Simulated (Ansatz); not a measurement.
Born–Oppenheimer molecular dynamics of CH$_{4}$BClO (8 atoms, charge 0, multiplicity 1). It starts from a relaxed structure.

Level of theory: RKS LDA/def2-SVP (Ansatz).

- ensemble: NVE (velocity Verlet)
- time step: 0.5 fs
- steps asked: 250
- starting velocities drawn for: 200 K
- seed: 325564

Frames 2.5 fs apart, positions in Å.

Velocities at 0 fs (Å/ps):

```
B 1.52 4.50 0.84
C -0.20 -3.20 2.43
H 16.73 0.52 19.90
H -10.27 -13.72 5.75
H 1.37 30.22 12.05
O -3.76 0.76 -2.13
H -1.34 -1.90 3.35
Cl 1.12 -1.06 -1.28
```

```xyz
8
Properties=species:S:1:pos:R:3 time_fs=0 energy_less_start_eV=0.000 T=200
B 0.125 -0.152 0.109
C -0.013 0.018 1.643
H -0.897 -0.543 2.019
H 0.890 -0.329 2.185
H -0.202 1.083 1.901
O 1.245 -0.650 -0.444
H 1.189 -0.696 -1.419
Cl -1.206 0.318 -0.977
8
Properties=species:S:1:pos:R:3 time_fs=2.5 energy_less_start_eV=0.075 T=105
B 0.129 -0.140 0.111
C -0.014 0.011 1.650
H -0.862 -0.544 2.068
H 0.868 -0.362 2.199
H -0.195 1.138 1.926
O 1.236 -0.648 -0.449
H 1.185 -0.701 -1.416
Cl -1.203 0.315 -0.980
8
Properties=species:S:1:pos:R:3 time_fs=5 energy_less_start_eV=0.057 T=127
B 0.131 -0.130 0.114
C -0.014 0.012 1.657
H -0.856 -0.550 2.115
H 0.862 -0.387 2.212
H -0.174 1.109 1.933
O 1.227 -0.646 -0.452
H 1.178 -0.705 -1.430
Cl -1.200 0.313 -0.984
8
Properties=species:S:1:pos:R:3 time_fs=7.5 energy_less_start_eV=0.097 T=76
B 0.131 -0.121 0.117
C -0.013 0.016 1.667
H -0.868 -0.550 2.139
H 0.870 -0.397 2.214
H -0.145 1.039 1.934
O 1.220 -0.645 -0.456
H 1.168 -0.706 -1.436
Cl -1.198 0.310 -0.987
8
Properties=species:S:1:pos:R:3 time_fs=10 energy_less_start_eV=0.062 T=120
B 0.128 -0.114 0.121
C -0.012 0.011 1.677
H -0.876 -0.532 2.129
H 0.882 -0.391 2.200
H -0.127 1.048 1.961
O 1.215 -0.644 -0.460
H 1.152 -0.702 -1.429
Cl -1.195 0.308 -0.990
8
Properties=species:S:1:pos:R:3 time_fs=12.5 energy_less_start_eV=0.071 T=109
B 0.123 -0.110 0.125
C -0.008 0.002 1.685
H -0.888 -0.508 2.097
H 0.901 -0.379 2.178
H -0.117 1.111 2.002
O 1.212 -0.642 -0.463
H 1.131 -0.695 -1.431
Cl -1.193 0.307 -0.992
8
Properties=species:S:1:pos:R:3 time_fs=15 energy_less_start_eV=0.091 T=84
B 0.117 -0.109 0.131
C -0.003 0.000 1.692
H -0.918 -0.496 2.063
H 0.928 -0.374 2.162
H -0.104 1.115 2.023
O 1.209 -0.641 -0.463
H 1.107 -0.686 -1.442
Cl -1.192 0.305 -0.995
8
Properties=species:S:1:pos:R:3 time_fs=17.5 energy_less_start_eV=0.076 T=103
B 0.112 -0.111 0.136
C 0.003 0.006 1.696
H -0.948 -0.495 2.036
H 0.947 -0.381 2.153
H -0.088 1.048 2.017
O 1.206 -0.639 -0.463
H 1.083 -0.674 -1.435
Cl -1.190 0.304 -0.997
8
Properties=species:S:1:pos:R:3 time_fs=20 energy_less_start_eV=0.117 T=51
B 0.109 -0.114 0.141
C 0.009 0.010 1.698
H -0.945 -0.493 2.013
H 0.939 -0.401 2.149
H -0.080 1.018 2.014
O 1.204 -0.636 -0.461
H 1.063 -0.661 -1.423
Cl -1.190 0.304 -0.999
8
Properties=species:S:1:pos:R:3 time_fs=22.5 energy_less_start_eV=0.061 T=122
B 0.108 -0.119 0.145
C 0.015 0.008 1.694
H -0.914 -0.494 1.999
H 0.913 -0.432 2.152
H -0.082 1.078 2.033
O 1.200 -0.633 -0.458
H 1.046 -0.652 -1.426
Cl -1.190 0.304 -1.001
8
Properties=species:S:1:pos:R:3 time_fs=25 energy_less_start_eV=0.107 T=63
B 0.108 -0.125 0.148
C 0.021 0.009 1.687
H -0.894 -0.509 2.006
H 0.890 -0.474 2.170
H -0.083 1.120 2.042
O 1.198 -0.629 -0.453
H 1.038 -0.646 -1.427
Cl -1.190 0.304 -1.003
8
Properties=species:S:1:pos:R:3 time_fs=27.5 energy_less_start_eV=0.071 T=109
B 0.109 -0.131 0.150
C 0.026 0.016 1.680
H -0.894 -0.530 2.030
H 0.872 -0.510 2.192
H -0.075 1.080 2.024
O 1.196 -0.626 -0.450
H 1.042 -0.644 -1.414
Cl -1.191 0.304 -1.004
```

Of the whole run (125 fs, mean temperature of the second half 98 K): The conserved energy stayed within 0.19 meV per atom of its start (net change 0.039 meV per atom), so the integration is sound. Over the second half the temperature averaged 0.49 of the 200 K drawn at the start: a run that starts near a minimum puts about half its kinetic energy into the potential. A run of 0.12 ps of so small a system gives no equilibrium averages.

The run took 2.2 min on 2 threads of Arm Neoverse V2, on a shared host, peak memory 0.14 GiB.
